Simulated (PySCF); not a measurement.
## [Er(O2)2]− at several levels of theory

Computed with PySCF 2.14.0 (density fitting, no spin-orbit coupling) at the geometry relaxed with BP86:

```xyz
5
[Er(O2)2]− (singlet in the valence; each metal's 4f electrons, 11 of them, lie in its core potential, out of spins and levels)
Er    0.0000    0.0000    0.0000
O     0.5432    0.5432    1.9734
O    -0.5432   -0.5432    1.9734
O     0.5432   -0.5432   -1.9734
O    -0.5432    0.5432   -1.9734
```

```json
{"level": "BP86", "basis": "Er lcecp-1-SVP with ECP57, O def2-SVP", "state": "singlet", "HOMO (eV)": "0.88", "gap (eV)": "1.28", "charge on Er1 (e)": "0.61", "population of f-type functions on Er1 (polarisation alone where 4f lies in the core)": "0.08", "dipole about the centre of mass (D)": "0.00", "largest force component (eV/Å)": "0.00"}
{"level": "HF", "basis": "the same", "state": "singlet", "HOMO (eV)": "-4.96", "gap (eV)": "9.65", "charge on Er1 (e)": "1.40", "population of f-type functions on Er1 (polarisation alone where 4f lies in the core)": "0.09", "dipole about the centre of mass (D)": "0.00", "largest force component (eV/Å)": "0.92"}
{"level": "TPSSh", "basis": "the same", "state": "singlet", "HOMO (eV)": "0.31", "gap (eV)": "2.34", "charge on Er1 (e)": "0.81", "population of f-type functions on Er1 (polarisation alone where 4f lies in the core)": "0.08", "dipole about the centre of mass (D)": "0.00", "largest force component (eV/Å)": "0.14"}
{"level": "revPBE", "basis": "the same", "state": "singlet", "HOMO (eV)": "1.07", "gap (eV)": "1.24", "charge on Er1 (e)": "0.62", "population of f-type functions on Er1 (polarisation alone where 4f lies in the core)": "0.08", "dipole about the centre of mass (D)": "0.00", "largest force component (eV/Å)": "0.08"}
{"level": "BP86", "basis": "Er lcecp-1-TZVP with ECP57, O def2-TZVP", "state": "singlet", "HOMO (eV)": "0.48", "gap (eV)": "1.58", "charge on Er1 (e)": "1.15", "population of f-type functions on Er1 (polarisation alone where 4f lies in the core)": "0.09", "dipole about the centre of mass (D)": "0.00", "largest force component (eV/Å)": "0.10"}
```

In the lcecp rows the 4f levels are missing from HOMO and gap, and the state counts the valence alone.

Charges are Mulliken's, which hang on the basis. The relaxation used the grid (50, 194), these runs (75, 302) or, all-electron (x2c bases, spin-free X2C Hamiltonian), (99, 590).

What does B3LYP with Er lcecp-1-SVP with ECP57, O def2-SVP give here?

state singlet, HOMO (eV) -0.33, gap (eV) 2.81, charge on Er1 (e) 0.77, population of f-type functions on Er1 (polarisation alone where 4f lies in the core) 0.08, dipole about the centre of mass (D) 0.00, largest force component (eV/Å) 0.15. Time: 3.6 s on 2 threads of Arm Neoverse V2, with other jobs on the host, from an already converged density.

In the first row's basis the gap widens with exact exchange: 1.2 to 1.3 eV for revPBE, BP86 (none); 2.3 to 2.8 eV for TPSSh, B3LYP (a fixed share); 9.7 eV for Hartree–Fock (rising or full at long range).

An lcecp potential fixes the number of 4f electrons, so in runs with it no electron can move into or out of that shell.

The highest filled level of some runs lies above zero, as often for anions with such functionals and bases.
